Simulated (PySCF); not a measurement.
PySCF job for HP, SMILES [PH], multiplicity 3, PBE0/pcH-1. Geometry optimised at PBE0-D3(BJ)/def2-TZVPD.

```python
import numpy as np
from pyscf import gto, scf, dft
from pyscf.prop.hfc import uks as hfc

mol = gto.M(
    atom='''
    P     0.00000000    0.00000000   -0.08924125
    H     0.00000000    0.00000000    1.33861877
    ''',
    basis='pcH-1',
    charge=0,
    spin=2,
    max_memory=1600,
    verbose=3,
)
mf = dft.UKS(mol, xc='pbe0')
mf.grids.level = 3
mf.conv_tol = 1e-10
mf.max_cycle = 100
mf.kernel()
fine, coarse = mf.grids, dft.Grids(mol).set(level=1).build(with_non0tab=True)
for _ in range(3):  # follow internal instabilities
    mf.grids = coarse
    mo, _, stable, _ = mf.stability(return_status=True, nroots=4)
    mf.grids = fine
    if stable:
        break
    mf.kernel(mf.make_rdm1(mo, mf.mo_occ))
A = hfc.HFC(mf).make_fcdip(mf.make_rdm1())  # Fermi contact and dipolar terms, MHz
print('atom   A(iso)/MHz   principal dipolar parts/MHz')
for i, a in enumerate(A):
    w = np.linalg.eigvalsh((a + a.T) / 2)
    print(f'{mol.atom_symbol(i):2s}{i + 1:3d} {w.mean():12.2f}', (w - w.mean()).round(2))
```

It prints:

```

WARN: HOMO -0.201684229962214 >= LUMO -0.201684229962271

converged SCF energy = -341.734783207131  <S^2> = 2.0068756  2S+1 = 3.0045802
<class 'pyscf.dft.uks.UKS'> wavefunction is stable in the internal stability analysis
atom   A(iso)/MHz   principal dipolar parts/MHz
P   1         1.79 [-323.74  161.87  161.87]
H   2       -38.59 [-7.57 -7.57 15.14]
```

The run converged.

Cost: around 1.6 core-seconds (rough).
